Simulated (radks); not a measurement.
The numbers below are computed, except where a source is named.
Spherical quantum dot in the effective-mass picture: electrons in a well V = -V0 / (1 + exp((r - R)/a)) with V0 = 12.1, R = 3.12, a = 0.14, with a point charge +1 (a donor) at the centre, all in effective atomic units (hartree* = m*/eps^2 hartree, bohr* = eps/m* bohr), one dielectric constant everywhere. Level of theory: non-relativistic Kohn-Sham, r2SCAN, spin-polarised, spherical densities, generalised Kohn-Sham scheme (a radial shooting solver with Libxc functionals). Levels are named by radial order and angular momentum (1s, 1p, 1d, 2s, ...), and open shells are averaged over m.

N = 11, configuration 1s2 1p6 1d(up 3, down 0). This is the lowest configuration that the search found. Occupied and some empty levels:

| level | occupation | eigenvalue (hartree*) | <r> (bohr*) |
|---|---|---|---|
| 1s up | 1 | -7.6950 | 1.738 |
| 1s down | 1 | -7.6494 | 1.662 |
| 1p up | 3 | -7.2564 | 2.046 |
| 1p down | 3 | -7.1625 | 2.026 |
| 1d up | 3 | -6.6906 | 2.184 |
| 1d down | 0 | -6.5765 | 2.178 |
| 2s up | 0 | -6.4573 | 1.432 |
| 2s down | 0 | -6.4230 | 1.498 |
| 1f up | 0 | -5.9734 | 2.284 |
| 1f down | 0 | -5.8468 | 2.283 |
| 2p up | 0 | -5.2125 | 1.702 |
| 2p down | 0 | -5.1607 | 1.707 |

Energy (hartree*): total -104.049, kinetic 10.327, external -136.67, Hartree 27.033, exchange-correlation -4.7387.
